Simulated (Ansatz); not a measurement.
A nudged elastic band was laid between two geometries of F2GeH2 + H3P (9 atoms, charge 0, multiplicity 1).

All numbers below come from RKS PBE0-D4/def2-SVP (Ansatz 0.2.0).

```yaml
movable_images: 5
climbing_image: yes
spring: 5.0 eV/Å²
optimiser: quadratic models (default)
start_path: through a guess of the saddle point
force_threshold: 0.03 eV/Å
iteration_limit: 60
end_points: relaxed
```

First end point:

```xyz
9
Properties=species:S:1:pos:R:3
Ge 0.473 0.050 -0.255
F 0.642 -0.023 1.467
H 1.872 -0.024 -0.866
H -0.432 1.235 -0.589
F -0.370 -1.402 -0.679
P -3.150 0.171 1.365
H -2.703 -0.891 0.520
H -3.791 -0.718 2.282
H -1.929 0.184 2.107
```

Last end point:

```xyz
9
Properties=species:S:1:pos:R:3
Ge -0.472 -0.323 -0.208
F 0.124 1.311 2.198
H 0.762 -0.986 0.412
H -0.247 1.091 -0.752
F -0.899 -1.305 -1.594
P -2.255 -0.359 1.276
H -3.262 -0.120 0.298
H -2.400 -1.775 1.291
H -0.739 1.048 2.430
```

Problem. What changes between the two ends?

Solution. Bonds broken: Ge1–F2, P6–H9. Bonds formed: Ge1–P6, F2–H9. F2GeH2 + H3P becomes FGeH4P + FH.

Problem. What energy profile does the band end with?

Solution. The forces met the threshold. The highest image is number 3 of 0 to 6, 40.7 kcal/mol above the first end and 34.7 kcal/mol above the last; the last end lies 6.0 kcal/mol above the first. Neighbouring images differ by up to 1.7 eV, so the band resolves the path poorly. A vibrational analysis at the climbing image gives one clearly imaginary mode, 843i cm⁻¹: a first-order saddle point. The orbitals stay closed-shell, which can raise the energy where a bond breaks towards radicals; this wasn't checked here.

| image | path coordinate (Å) | energy (kcal/mol) | Ge1–F2 (Å) | P6–H9 (Å) | Ge1–P6 (Å) |
| --- | --- | --- | --- | --- | --- |
| 0 | 0.00 | 0.0 | 1.73 | 1.43 | 3.97 |
| 1 | 1.88 | 0.0 | 1.73 | 1.43 | 4.14 |
| 2 | 3.77 | 1.3 | 1.73 | 1.43 | 4.12 |
| 3 | 5.65 | 40.7 | 1.98 | 1.60 | 2.74 |
| 4 | 6.16 | 22.4 | 2.26 | 1.86 | 2.47 |
| 5 | 6.67 | 9.1 | 2.60 | 2.09 | 2.34 |
| 6 | 7.19 | 6.0 | 2.97 | 2.37 | 2.32 |

Problem. What is the geometry of the highest image?

Solution. 
```xyz
9
Properties=species:S:1:pos:R:3
Ge -0.270 -0.083 0.031
F -0.037 1.169 1.551
H 0.955 -0.884 0.468
H -0.279 1.077 -0.961
F -1.111 -1.311 -0.927
P -2.474 -0.295 1.637
H -2.982 -0.084 0.327
H -2.016 -1.627 1.449
H -1.174 0.621 1.777
```

Run time: 5.4 min on 2 threads of Intel(R) Xeon(R) Platinum 8488C (Sapphire Rapids), with other jobs on the host, peak memory 0.25 GiB.
